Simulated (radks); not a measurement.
Task: Valence configurations of the antimony ion Sb3+ (all share [Kr]). Method: scalar-relativistic Kohn-Sham, r2SCAN, spin-unpolarised, spherical densities, finite nucleus; meta-GGA in the generalised Kohn-Sham scheme; Fermi nuclear charge, rms radius 4.6802 fm; computed with a radial shooting solver on a logarithmic mesh with Libxc functionals. Order these by energy: 4d10 5p2; 4d8 5s2 5p2; 4d10 5s2; 4d9.5 5s2 5p0.5; 4d9 5s1 5p2; 4d8.5 5s2 5p1.5; 4d10 5s1.5 5p0.5; 4d10 5s1 5p1; 4d9 5s2 5p1.

Result: From the lowest, in eV above it: 4d10 5s2 0.000; 4d10 5s1.5 5p0.5 5.250; 4d10 5s1 5p1 10.451; 4d9.5 5s2 5p0.5 18.133; 4d10 5p2 20.805; 4d9 5s2 5p1 37.340; 4d9 5s1 5p2 48.361; 4d8.5 5s2 5p1.5 57.658; 4d8 5s2 5p2 79.106. NIST lists [Kr] 4d10 5s2 as the ground configuration; this level of theory agrees among the configurations tried. The energies are those of spherical spin-averaged densities, not of single terms.
